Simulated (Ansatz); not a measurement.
Calculated with Ansatz (gas phase, PBE0-D4/def2-TZVP geometries, no zero-point term in ΔE). CCSD(T)/CBS is the MP2 limit (def2-TZVPP, def2-QZVPP) plus CCSD(T) − MP2 in def2-TZVPP, frozen cores. This one scheme is used for every species. DFT in def2-TZVPP. For Ge outer-core shells are correlated without core-valence functions, which leaves a few kJ/mol of doubt a bond. Scalar relativity is left out up to krypton. Each species was taken in one conformer, which may not be the lowest.

`[F][GeH2]/[N]=C/[SiH3]` + HCl → `[F][GeH2][Cl]` + `N=C[SiH3]`  (ligand exchange at a Ge–N bond)

```csv
level,ΔE (eV)
PBE0-D4,-0.67
B2PLYP,-0.65
PBE,-0.67
HF/def2-TZVPP,-0.78
MP2/def2-TZVPP,-0.60
SCS-MP2/def2-TZVPP,-0.62
SCS-MP2/def2-QZVPP,-0.63
MP2/CBS(def2),-0.61
```

What does CCSD(T)/CBS give? (Estimate.)

The calculation gave: -0.61 eV. The listed levels differ from it by -0.06, -0.04, -0.06, -0.17, 0.01, -0.01, -0.02, 0.00 eV.

Largest T1 diagnostic among the species: 0.013.

From PBE to PBE0 (25 % exact exchange), in def2-TZVPP and without D4, ΔE moves by −0.03 eV. In def2-TZVPP, CCSD(T) changes the Hartree–Fock value by +0.17 eV (the triples alone add +0.02 eV) and MP2 by +0.17 eV. The D4 term adds +0.05 eV with B3LYP and +0.03 eV with PBE0; it sums over pairs of atoms, weighted by their polarisabilities, and B3LYP, whose exchange is more repulsive, gets the larger term.

B3LYP here is the variant with VWN-RPA as its local correlation; programs differ in this.
